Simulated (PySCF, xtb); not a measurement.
C2H3, SMILES [CH][CH2+] (connectivity only; charge and spin as stated), charge +1, multiplicity 1.

GFN2-xTB run with xtb at its own geometry gives an orbital gap of 3.70 eV.

The structure is a stationary point at B3LYP-D3(BJ)/def2-TZVP.

**Question.** What does M06-2X/def2-TZVPD run with PySCF give? (An estimate is asked for; the answer gives what the named calculation found.)

**Answer.** gap 8.39 eV (levels -18.24 and -9.85 eV).
